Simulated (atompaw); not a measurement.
**u(r) = r·R(r): atom against pseudo-atom (Eu)**

Columns: radius, all-electron u(r) and pseudo u(r) of the 5p shell (level -23.79 eV) of europium in the configuration [Kr] 4d10 4f7 5s2 5p6 5d0 6s2 6p0; PBEsol, scalar-relativistic, PAW (atompaw) scheme, atompaw 4.2.0.5.

```tsv
r (bohr)	all-electron	pseudo
0.115	0.1129	0.0134
0.231	0.2108	0.0530
0.346	-0.2457	0.1154
0.462	-0.4582	0.1974
0.577	-0.3452	0.2922
0.692	-0.0712	0.3939
0.808	0.2321	0.4971
0.923	0.4905	0.5934
1.038	0.6831	0.6782
1.154	0.8105	0.7473
1.269	0.8795	0.7964
1.385	0.9036	0.8245
1.500	0.8940	0.8310
1.615	0.8612	0.8179
1.731	0.8127	0.7873
1.846	0.7556	0.7433
1.962	0.6936	0.6894
2.077	0.6311	0.6307
2.192	0.5697	0.5703
2.308	0.5107	0.5111
2.423	0.4559	0.4559
2.538	0.4052	0.4052
2.654	0.3585	0.3585
2.769	0.3167	0.3167
2.885	0.2787	0.2787
3.000	0.2451	0.2451
```

How many radial nodes do the two functions have?

The all-electron 5p function has n − l − 1 = 3 (the table is too coarse to show those close to the nucleus); the pseudo-wave has 0, since the states of the same l below it are removed with the core.

At about which radius was the pseudo-wave matched?

2.50 bohr. The columns agree to 0.0005 from 2.31 bohr on; several derivatives are matched, so the curves merge somewhat inside the radius.

Where does each function peak?

Outermost all-electron maximum near 1.39 bohr, pseudo maximum near 1.50 bohr (to the table’s step).

Is the pseudo-wave norm-conserving?

No, it belongs to a PAW set: the norm inside the radius is not constrained, and the difference is carried by the augmentation charge.
